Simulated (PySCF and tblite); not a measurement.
The numbers below are computed, except where a source is named.
System: C5H8AsO2 (charge -1), numbered as in [O:1]=[C:2]([O-:3])[C@@H:4]1[CH2:5][CH2:6][CH2:7][AsH:8]1.

Motion: inversion of the 5-membered ring (4–5–6–7–8). GFN2-xTB gives an electronic barrier of 9.1 kcal/mol and a reaction energy of 1.8 kcal/mol.

The ion is treated without a counter-ion. Spin–orbit effects of heavy atoms on shieldings are missing.

What does PBE0/pcSseg-1 + D3(BJ) give on GFN2-xTB geometries?

A barrier of 7.7 kcal/mol, 1.3 below the tight-binding barrier (from unrounded values), a reaction energy of 2.4 kcal/mol and, with GFN2-xTB thermal terms, ΔG‡(298 K) = 7.8 kcal/mol and k = 1.2×10⁷ s⁻¹ (1 equivalent path).

Programs: tblite and PySCF.
